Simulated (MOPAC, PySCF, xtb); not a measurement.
System: H₃Ga, singlet: umbrella (inversion) coordinate, bond length relaxed. Scanned: angle between the Ga-H bonds and the threefold axis (90 = planar). Other coordinates (Ga-H bond length) were minimised at B3LYP/def2-TZVP. Each profile is relative to its own lowest point.

```csv
a / °,A,B,C
90,0.0,0.0,0.0
93.90,1.2,0.8,1.1
96.90,3.7,2.6,3.5
99.90,7.7,5.3,7.2
102.90,13.1,9.0,12.3
105.90,19.9,13.9,18.7
108.90,28.2,19.9,26.4
111.90,38.0,27.1,35.5
114.90,49.2,35.7,45.9
117.90,62.0,45.8,57.7
120.90,76.4,57.6,70.9
123.90,92.6,71.3,85.5
126.90,110.5,87.2,101.4
129.90,130.5,105.7,118.8
132,145.7,120.4,131.7
```

Energies in mEh.

**Question.** Match the curves with the methods CAM-B3LYP/def2-TZVP (PySCF); xtb with GFN1-xTB; PM7, restricted, heats of formation (MOPAC).

**Answer.** A is CAM-B3LYP; B is GFN1-xTB; C is PM7.
